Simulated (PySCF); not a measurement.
**Gas-phase XPS of Ge(GeH3)2Cl2, computed**

Compound: Ge(GeH3)2Cl2.
Z-matrix (Å and degrees, PBE0-D3(BJ)/def2-SVP geometry), rows numbered from 1:
```
Ge
Ge  1  2.4267
H   2  1.5374  1  108.73
H   2  1.5339  1  107.53  3  -119.61
H   2  1.5372  1  109.60  3   120.17
Ge  1  2.4259  2  124.30  3   -59.75
H   6  1.5373  1  108.88  2    60.14
H   6  1.5373  1  109.09  2   -59.95
H   6  1.5342  1  107.67  2   180.00
Cl  1  2.1776  2  106.90  3   175.63
Cl  1  2.1779  2  105.71  3    62.93
```

Level of theory: delta-SCF UKS SCAN, pcX-2 on the ionised atom, pcseg-1 elsewhere, spin-free X2C (PySCF). These are vertical core ionisation energies against the vacuum level, from separate self-consistent calculations with and without the core hole.

**Question.** List the computed XPS lines with their assignment.

**Answer.** 
```json
{"atom(s)": "Cl10/Cl11", "environment": "chlorine bonded to Ge", "level": "Cl 1s", "binding energy (eV)": "2827.89", "2p1/2 (eV)": "–", "count": "2"}
{"atom(s)": "Cl10/Cl11", "environment": "chlorine bonded to Ge", "level": "Cl 2p3/2", "binding energy (eV)": "205.31", "2p1/2 (eV)": "206.96", "count": "2"}
```

**Question.** Which photon energy gives electrons from Cl 1s of Cl10/Cl11 a kinetic energy of 150 eV, and what is their de Broglie wavelength?

**Answer.** hν = 2827.89 + 150 = 2977.89 eV, recoil neglected; λ = 12.264 Å/√(E/eV) = 1.00 Å.

One atom of each set of topologically equivalent atoms was ionised and stands for the set; in this conformer not all members are related by symmetry, and their own values weren't computed. 2p3/2 and 2p1/2 are the ΔSCF energy of one spin-free 2p hole plus the eigenvalues of a spin–orbit and ligand-field matrix of the shell. 2p1/2 minus 2p3/2 (ligand field included): Cl 1.65 eV. No level of germanium is listed. Isolated species at its PBE0-D3(BJ)/def2-SVP geometry, gas phase.
